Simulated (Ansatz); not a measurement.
Breaking the Ga1–H2 bond in GaH (multiplicity 1 held). Energies count from the point at 1.689 Å.


Restricted levels (R-, RO-) in cc, def2 and unpolarised 6-31G sets keep to the state of the molecule at rest. U- levels take the lowest unrestricted solution at each point, which mixes spins at long bonds. Active spaces are followed from rest. Full CI gives the lowest state of the spin. Levels need not reach the same state.

Correlated levels freeze the cores. Filled d and f shells under p-block atoms count as core.

Programs: Ansatz (Gaussian orbitals). 

```json
[
 {"level": "R-PBE/cc-pVTZ", "energy at R = 6.756 Å (kcal/mol)": "85.47"},
 {"level": "R-MP2/cc-pVTZ", "energy at R = 6.756 Å (kcal/mol)": "___"},
 {"level": "R-SCS-MP2/cc-pVTZ", "energy at R = 6.756 Å (kcal/mol)": "84.91"},
 {"level": "U-SCS-MP2/cc-pVTZ", "energy at R = 6.756 Å (kcal/mol)": "66.59"},
 {"level": "U-CCSD/cc-pVTZ", "energy at R = 6.756 Å (kcal/mol)": "67.28"},
 {"level": "U-CCSD(T)/cc-pVTZ", "energy at R = 6.756 Å (kcal/mol)": "67.53"},
 {"level": "CASSCF(4,5)/cc-pVTZ", "energy at R = 6.756 Å (kcal/mol)": "___"},
 {"level": "FIC-NEVPT4(SD) on CASSCF(4,5)/cc-pVTZ", "energy at R = 6.756 Å (kcal/mol)": "66.56"},
 {"level": "FCI/cc-pVTZ", "energy at R = 6.756 Å (kcal/mol)": "67.70"}
]
```

Question: Complete the blanks.

Answer: 
- R-MP2/cc-pVTZ, energy at R = 6.756 Å (kcal/mol): 92.75
- CASSCF(4,5)/cc-pVTZ, energy at R = 6.756 Å (kcal/mol): 62.09

Doubts at one or more of the structures used: a restricted determinant that unrestricted orbitals would lower (R-PBE/cc-pVTZ, R-MP2/cc-pVTZ, R-SCS-MP2/cc-pVTZ); a spin-contaminated determinant (U-SCS-MP2/cc-pVTZ, U-CCSD/cc-pVTZ, U-CCSD(T)/cc-pVTZ).

Ansatz is a first-principles code.
